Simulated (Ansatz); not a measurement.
AlGeH5Si (`[AlH]1[SiH2][GeH2]1`). Total charge 0; spin multiplicity 1. The geometry is a stationary point of PBE0-D4/def2-TZVP.

```xyz
8

Al    1.410    0.203    0.848
Si    0.277   -0.225   -1.244
Ge   -1.037    0.112    0.787
H     2.740    0.403    1.687
H     0.152    0.820   -2.299
H     0.230   -1.583   -1.856
H    -1.922    1.372    0.806
H    -1.850   -1.102    1.271
```

Task: What is the dipole moment at ωB97M-V/def2-TZVPP? (Estimate.)

Result: The calculation gave: 1.17 D, with components (1.05, 0.12, 0.49) D in this frame, pointing from negative to positive charge.

Task: And with PBE, r2SCAN, B3LYP? (An estimate is asked.)

Result: The calculation gave: PBE 0.92 D, r2SCAN 1.01 D, B3LYP 1.06 D.

Task: Give the Mulliken charges with ωB97M-V, B3LYP, PBE in def2-TZVPP. (An estimate is asked.)

Result: Ansatz gave: 
| atom | ωB97M-V | B3LYP | PBE |
| --- | --- | --- | --- |
| Al1 | 0.29 | 0.30 | 0.29 |
| Si2 | -0.08 | -0.03 | -0.08 |
| Ge3 | -0.14 | -0.05 | -0.05 |
| H4 | -0.07 | -0.09 | -0.07 |
| H5 | -0.02 | -0.06 | -0.04 |
| H6 | -0.02 | -0.06 | -0.04 |
| H7 | 0.02 | -0.01 | -0.01 |
| H8 | 0.02 | -0.01 | -0.01 |

B3LYP here is the variant with VWN-RPA as its local correlation; programs differ in this.
